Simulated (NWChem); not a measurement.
System: Si₂NH₇; SMILES N[SiH2][SiH3]

```xyz
10

Si     0.1756    -1.5589     0.0009
Si    -0.5617     0.6844     0.0030
N      0.6982     1.8841    -0.0043
H     -0.9695    -2.5257     0.0113
H      1.0087    -1.8376    -1.2138
H      1.0272    -1.8334     1.2036
H     -1.3950     0.8991     1.2275
H     -1.4074     0.8977    -1.2132
H      1.2680     1.9800    -0.8384
H      1.2774     1.9803     0.8234
```
Atoms are numbered in this order, from 1.

Level: PBE0/def2-SVP (NWChem), optimised geometry, unscaled harmonic frequencies. 

```csv
frequency (cm⁻¹),IR intensity (km/mol)
112,0.5
141,23.3
142,7.3
337,20.5
405,16.6
434,207.8
510,49.7
555,0.6
725,2.8
825,407.5
836,64.2
888,52.1
912,17.9
914,12.0
935,55.6
939,73.3
1549,36.8
2203,103.7
2210,25.8
2212,16.6
2218,150.5
2224,197.9
3601,34.3
3698,32.5
```

| Item | Result |
|---|---|
| zero-point energy | 42.2 kcal/mol |
| thermal correction to the enthalpy at 298.15 K (with zero-point energy) | 47.0 kcal/mol |
| heat capacity Cv | 23.0 cal/(mol K) |
| entropy at 298.15 K and 1 atm (symmetry number 1) | 78.5 cal/(mol K) |
| dipole moment | 1.36 D |

Rigid rotor and harmonic oscillator.
